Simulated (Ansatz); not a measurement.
Basis sets compared for the cluster HgF3⁻ (the lowest singlet isomer of a short search). The state is a singlet with charge -1. Geometry r2SCAN-D4/def2-TZVPD. Ansatz on 2 threads of Arm Neoverse V1 on a shared host; times are rough, and most runs start from earlier orbitals.

```
atom   x (Å)   y (Å)   z (Å)
 Hg1   0.001  -0.003   0.002
  F2  -1.716  -1.139  -0.442
  F3   1.575  -0.845   1.119
  F4   0.140   1.987  -0.679
```

In the def2 sets Hg takes a core potential; there is no spin–orbit coupling. The structure comes from a short search, and lower isomers may exist.

```tsv
level	functions	energy (Eh)	HOMO (eV)	LUMO (eV)	wall time
PBE-D4/def2-SVPD	104	-452.6458	-2.24	1.16	1.1 s
PBE0-D4/def2-SVPD	104	-452.5874	-3.95	2.05	1.3 s
```

**Question.** Estimate the rows for PBE-D4/def2-TZVPD, PBE0-D4/def2-TZVPD (with forces).

**Answer.** 
```csv
level,functions,energy (Eh),HOMO (eV),LUMO (eV),wall time
PBE-D4/def2-TZVPD,166,-452.9959,-2.18,1.20,1.9 s
PBE0-D4/def2-TZVPD (with forces),166,-452.9373,-3.87,2.10,3.6 s
```
